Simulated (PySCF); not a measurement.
C₂H₆BFS₂, singlet, geometry from GFN2-xTB, atoms displaced at random by about 0.08 Å a coordinate; PySCF with DF-HF/STO-3G, gradient.

PySCF was given this input:
```python
from pyscf import gto, scf

mol = gto.M(
    atom='''
B     0.27861984    0.51270601    0.29874380
F     0.38515885    1.65716570    0.57009664
S    -0.99841264    0.00915766   -1.01788404
C    -1.66905470    1.66151491   -1.44891440
H    -2.13375705    2.12490028   -0.48861013
H    -2.33908003    1.47087445   -2.07202266
H    -0.87988329    2.23523544   -1.85242353
S     1.41742502   -0.67549676    1.27408786
C     0.75664791   -2.33000749    0.48994164
H    -0.36050833   -2.54097260    0.68934162
H     1.32351547   -3.19681353    0.77237990
H     0.79946128   -2.18635070   -0.70634997
''',
    basis='sto-3g',
    verbose=3,
)

mf = scf.RHF(mol)
mf = mf.density_fit(auxbasis='def2-universal-jkfit')
mf.kernel()
g = mf.nuc_grad_method()
grad = g.kernel()
```

Task: Predict the main parts of the log of this PySCF run.

Result: 
```
converged SCF energy = -987.110681190603
--------------- DFRHF gradients ---------------
         x                y                z
0 B     0.0176125172     0.2215435579     0.0458364848
1 F    -0.0168915820    -0.1965258104    -0.0437095667
2 S    -0.0289157858    -0.0143612402    -0.0305896314
3 C    -0.1149375170    -0.0041027558    -0.2056292964
4 H    -0.0251162402     0.0130649705     0.0553452323
5 H     0.1457029683     0.0270890929     0.1374645044
6 H    -0.0109580712    -0.0264441940     0.0095458548
7 S     0.0618648807     0.0417440655     0.0566256674
8 C     0.0373060052    -0.0694351975     0.0624747922
9 H    -0.0498891989    -0.0137542757    -0.0021240496
10 H    -0.0117944943     0.0056276399    -0.0059562145
11 H    -0.0039834820     0.0155541469    -0.0792837774
----------------------------------------------
```
